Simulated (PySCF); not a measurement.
**Ionisation energy of Pb by level of theory**

Pb [Xe] 4f14 5d10 6s2 6p2 (3P) → Pb⁺ [Xe] 4f14 5d10 6s2 6p1 (2P), as a difference of total energies. All numbers are calculated (PySCF 2.14, scalar relativity through the core potential, in aug-cc-pVTZ-PP with one added diffuse shell each of d, f type with ECP60MDF (6s5p5d3f, 67 functions)). Correlated levels: valence: 5s2 5p6 5d10 frozen. The calculations carry no spin-orbit coupling.

```csv
method,ionisation energy (eV),difference from reference (eV)
UHF,6.567,-0.850
LDA,7.163,-0.254
PBE,6.980,-0.437
PBE0,7.017,-0.400
r2SCAN,7.095,-0.322
wB97X,6.764,-0.653
M06-L,6.599,-0.818
revPBE,6.917,-0.500
LC-wPBE,7.073,-0.344
MP2 (valence),6.832,-0.585
SCS-MP2 (valence),6.769,-0.648
```

Reference: 7.417 eV (measured; NIST Atomic Spectra Database, ionization energies).

Spin-orbit coupling is strong in these open shells (close to jj coupling). The scalar numbers leave it out and a first-order estimate fails, so it can dominate the gap to the real levels.

Errors of the correlated levels include the incompleteness of this basis and the frozen core.
